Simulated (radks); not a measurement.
Values are calculated unless marked as measured or tabulated.
Species: S8+. Configuration: [He] 2s2 2p4 (the NIST ground configuration).

Code: a radial shooting solver on a logarithmic mesh with Libxc functionals. Model: Dirac Kohn-Sham, PBE, spin-unpolarised, spherical densities, point nucleus; open shells fill j = l - 1/2 first.

Energy parts (eV):
total: -9967.521
kinetic: 10022.443
electron-nucleus: -22029.158
Hartree: 2572.288
exchange-correlation: -533.095

Orbitals (lengths in bohr, moments of r in powers of bohr; <r^-3> diverges for s and p1/2; r(90%) holds 90 % of the orbital's charge):
orbital  occ.  eigenvalue (eV)  <r^-3>      <r>  r(90%)      <r^4>  small-component weight
1s1/2       2        -2645.389       -  0.09669   0.173  0.0004074                3.24e-03
2s1/2       2        -409.2824       -   0.4514   0.700     0.1004                5.58e-04
2p1/2       2        -360.5094       -   0.4037   0.662    0.08103                5.38e-04
2p3/2       2        -359.0105   94.36   0.4056   0.665    0.08227                5.35e-04
3s1/2       0        -142.6312       -    1.182    1.72      3.715                1.74e-04
3p1/2       0        -128.9813       -    1.187    1.76      4.010                1.63e-04
3p3/2       0        -128.6773   19.08    1.190    1.76      4.046                1.63e-04

The highest occupied level is 2p3/2 at -359.01 eV. The density falls to 0.001 e/bohr^3 at r = 1.37 bohr.
